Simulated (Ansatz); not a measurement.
**Match the barriers**

Saddle point of CH7BrSi, singlet (CH₅BrSi ([CH3][SiH2][Br]) + H₂ → CH₆Si ([CH3][SiH3]) + HBr; bonds formed: Si1–H7, Br2–H6; bonds broken: Si1–Br2, H6–H7), PBE0-D4/def2-TZVP structure:

```
10
angstrom
Si -0.6072 0.1318 -0.3415
Br 1.2898 -1.4211 -1.5274
H -1.5537 -0.7846 -0.9984
H -1.3520 1.4250 -0.1884
C 0.2043 -0.1904 1.2889
H 0.6641 0.4149 -1.6063
H 0.2232 1.1549 -1.4649
H -0.4290 0.1977 2.0914
H 0.3942 -1.2545 1.4203
H 1.1662 0.3264 1.3262
```

Computed with Ansatz 0.2.0 (basis: def2-TZVPP, with def2-QZVPP for the basis limit); correlated methods freeze the cores. Filled d shells of the heavier atoms are correlated. The def2 sets are not built for correlating such inner shells, so the correlated values are less sure here. B3LYP uses VWN-RPA correlation. Extrapolation: Hartree–Fock as exp(−7.88 √X), correlation as X^−2.97. Four methods, as single points on the PBE0-D4 structures, gave these electronic barriers from the start structure: 1.640, 2.179, 2.330, 2.719 eV.

The methods were, in alphabetical order, B3LYP-D4, BHLYP-D4, HF, SPW92. Which gave which? (A judgement: the text doesn't fix the answer.)

Computed: SPW92 1.640; B3LYP-D4 2.179; BHLYP-D4 2.330; HF 2.719 eV. For comparison, CCSD(T) at an estimated basis limit (MP2 extrapolated from triple and quadruple zeta, plus CCSD(T) − MP2 in triple zeta) gives 2.287 eV.

No T1 diagnostic of these runs exceeds 0.010.

Labels in which every atom is bracketed show which atoms are joined, not bond orders.

For scale, one of the runs: CCSD(T)/def2-TZVPP, 219 basis functions, launched by `ansatz run in.yaml --threads 4 --pin off --events-out ev --progress --plain --max-ram 9574MiB`. Hardware: 4 CPU threads of an Arm Neoverse V2, shared host. Wall time 87 s; peak host memory 3.2 GiB.
